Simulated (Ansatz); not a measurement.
`[CH3][Ge][Cl]` + `BC(=O)O` → `BC(=O)OC` + `[Cl][GeH]`  (substitution at a C–Ge bond)

Computed with Ansatz on PBE0-D4/def2-TZVP structures; ΔE is electronic, products minus reactants. CBS: MP2 limit from def2 TZ/QZ plus the TZ coupled-cluster correction, frozen cores. DFT in def2-TZVPP. For Ge outer-core shells are correlated without core-valence functions, which leaves a few kJ/mol of doubt a bond. Scalar relativity is left out up to krypton. One conformer a species, not always the lowest.

`[CH3][Ge][Cl]`:

```xyz
6

C    -0.628    0.006   -0.086
Ge    1.073    0.857   -0.650
Cl    2.380   -0.361    0.632
H    -1.486    0.440   -0.604
H    -0.755    0.127    0.995
H    -0.585   -1.069   -0.288
```

`BC(=O)O`:

Z-matrix (Å, degrees):
```
B
C 1 1.559
H 1 1.191 2 118.9
H 1 1.191 2 118.9 3 173.0
O 2 1.211 1 113.6 3 -86.4
O 2 1.331 1 122.8 3 93.6
H 6 0.971 2 107.5 1 180.0
```

`BC(=O)OC`:

Z-matrix (Å, degrees):
```
C
O 1 1.431
H 1 1.090 2 110.5
H 1 1.087 2 105.7 3 119.6
H 1 1.090 2 110.5 3 -120.7
C 2 1.326 1 115.7 3 60.5
O 6 1.213 2 124.6 1 0.0
B 6 1.558 2 122.9 1 -180.0
H 8 1.191 6 119.0 2 93.6
H 8 1.191 6 119.0 2 -93.8
```

`[Cl][GeH]`:

```xyz
3

Cl   -0.150   -1.507    0.458
Ge   -0.625    0.598    0.126
H     0.775    0.909   -0.584
```

CCSD(T)/CBS gives +90.6 kJ/mol.

Q: Another level gave +87.0 kJ/mol. Which?
A. MP2/def2-TZVPP
B. HF/def2-TZVPP
C. revPBE/def2-TZVPP
D. CAM-B3LYP-D4/def2-TZVPP

A: C. revPBE 87.0, CAM-B3LYP-D4 80.6, MP2/def2-TZVPP 96.5, HF/def2-TZVPP 73.3 kJ/mol.

Largest T1 diagnostic among the species: 0.019.

At CCSD(T), def2-SVP lies −21.4 kJ/mol from the extrapolated value and def2-TZVPP −3.8 kJ/mol. Leaving LDA and LC-ωPBE aside and taking each functional with its dispersion term where it has one, the values, not all of them listed here, spread over 10.3 kJ/mol, from B97M-V to PBE-QIDH. In def2-TZVPP, CCSD(T) changes the Hartree–Fock value by +13.5 kJ/mol (the triples alone add +0.7 kJ/mol) and MP2 by +23.2 kJ/mol.
